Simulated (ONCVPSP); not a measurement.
## Varying the ONCV potential for Sn

Base potential:

* Element: tin (Sn)
* Generator: ONCVPSP 4.0.1
* Type: optimised norm-conserving Vanderbilt (ONCV)
* Functional: PBE
* Relativity: scalar-relativistic
* Frozen core: [Kr] 4d10
* Valence charge: 4
* Reference configuration: 5s2 5p1 (charge +1)
* Partial waves: 5s: rc 1.75 bohr, ncon 3, nbas 7, qcut 3.2 1/bohr, local; 5p: rc 2.65 bohr, ncon 4, nbas 8, qcut 3.2 1/bohr, 2 projectors, debl 3.1 Ha
* Local potential: the s channel
* Core correction: none

All-electron outer shells of the reference configuration (PBE, scalar-relativistic, ld1.x):

| shell | level (eV) | outermost node (bohr) | outermost maximum (bohr) |
| --- | --- | --- | --- |
| 4p | -97.69 | 0.41 | 0.79 |
| 4d | -33.81 | 0.39 | 0.88 |
| 5s | -17.81 | 0.98 | 1.99 |
| 5p | -10.25 | 1.08 | 2.43 |

Cutoffs, loose and tight: the cutoffs (Ha) at which the residual kinetic energy of the hardest occupied pseudo-wave falls to 1 and 0.1 mHa per electron. They do not see the model core or the augmentation charge, which bear on the density cutoff. Test errors are all-electron minus pseudo excitation energies from the reference, over the configurations 5s2 5p2; 5s2 5p0; 5s1 5p0; 5s1 5p2. A dash means not determined; rows that change the core or the reference have their own tests.

2 further variants are left out, since the program set their typed debl aside.

For the base: The cutoffs count occupied waves only; projector 2 of the p channel, the hardest unoccupied one, needs 32 Ha at the loose tolerance.

A true bound ghost makes a file unfit for plane-wave use even where its test errors are small: the radial tests pick states by their node count and pass the ghost by.

```csv
change,outcome,"cutoff, loose","cutoff, tight",bound ghosts,GHOST(+) flags above zero,largest test error (meV)
base,generated,9.0 Ha,32 Ha,none,p,+165
p: debl 0.75,generated,9.0 Ha,32 Ha,none,none,+165
p: debl 1.15,generated,9.0 Ha,32 Ha,none,none,+165
p: debl 2,generated,9.0 Ha,32 Ha,none,p,+165
p: debl 3.75,generated,9.0 Ha,32 Ha,p,p,+165
```

Reading the sweep of the debl of the p channel (base included, trends over the rows without a ghost): The loose cutoff stays near 9.0 Ha. The median size of the test errors (rows with all tests solved) stays near 22.4 meV. Bound ghosts are found at 3.75 Ha.
